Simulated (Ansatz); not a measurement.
`[CH3][Al@H-]1[Br+][Al@@H-]([CH3])[Br+]1` from Hartree–Fock to CCSD(T)

```
atom   x (Å)   y (Å)   z (Å)
  C1   0.133   2.220  -1.119
 Al2   0.673   1.705   0.673
 Br3  -1.199   0.484   1.729
 Al4   0.039  -1.576   1.152
  C5  -0.747  -2.331  -0.454
 Br6   2.073  -0.326   0.510
  H7   0.984   2.609  -1.687
  H8  -0.628   3.005  -1.087
  H9  -0.281   1.375  -1.676
 H10   1.314   2.616   1.789
 H11   0.362  -2.312   2.508
 H12  -1.741  -2.739  -0.248
 H13  -0.131  -3.147  -0.845
 H14  -0.851  -1.583  -1.245
```

Charge 0, multiplicity 1. Correlated methods include outer-core shells of Br, which these sets cover unevenly. Scalar relativity is left out up to krypton. The geometry is a stationary point of PBE0-D4/def2-TZVP. Frozen core, restricted reference, Ansatz.

| basis | HF (Eh) | MP2 corr. |
| --- | --- | --- |
| def2-SVP | -5708.39943 | -0.89554 |
| def2-TZVPP | -5709.28818 | -1.08629 |
| def2-QZVPP | -5709.40461 | -1.75891 |

(1) Estimate the CCSD correlation energy and the (T) correction in each basis where they were run (hartree).

Answers

(1) 
```
   basis  CCSD corr.       (T)
def2-SVP    -0.95015  -0.02323
```
